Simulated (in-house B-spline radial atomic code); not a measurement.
A run on an ion of nuclear charge 15 with 15.8 electrons that did not converge. Method: non-relativistic revTPSS, spin-polarised, spherical fractional occupations, point nucleus; computed with a B-spline radial code for spherical atoms.

Command:
```bash
python run_scf.py task.json out
```
Settings:
```
Z                15
configuration    [Ne] 3s2 3p3.8
hamiltonian      nr
method           revtpss,revtpss
spin_polarised   True
```

First and last ten iterations of the last attempt (damped for 15 steps, keeping 80 % of the old Fock matrix, then DIIS):
```
 iter        energy (Eh)    residual
    1        -341.135084    2.27e-02
    2        -341.134090    2.81e-02
    3        -341.165779    1.94e-02
    4        -341.181836    1.28e-02
    5        -341.189579    8.09e-03
    6        -341.193155    5.48e-03
    7        -341.194760    3.67e-03
    8        -341.195479    2.55e-03
    9        -341.195830    2.23e-03
   10        -341.141501    1.55e-02
  111        -341.137119    1.72e-02
  112        -341.137070    1.72e-02
  113        -341.137196    1.72e-02
  114        -341.137341    1.72e-02
  115        -341.136862    1.73e-02
  116        -341.137529    1.71e-02
  117        -341.194731    3.56e-03
  118        -341.194783    3.49e-03
  119        -341.140654    1.61e-02
  120        -341.140784    1.60e-02
 not converged after 120 iterations
```

The smallest residual met was 1.6e-03; the threshold is about 1e-07. No energy from this run should be used. The likely cause: this method binds the added charge weakly or not at all at the basis-set limit, so charge moves back and forth between the atom and the box. Run time, properties included: 1.4 s on 1 thread of Intel(R) Xeon(R) 6975P-C, on a shared host.
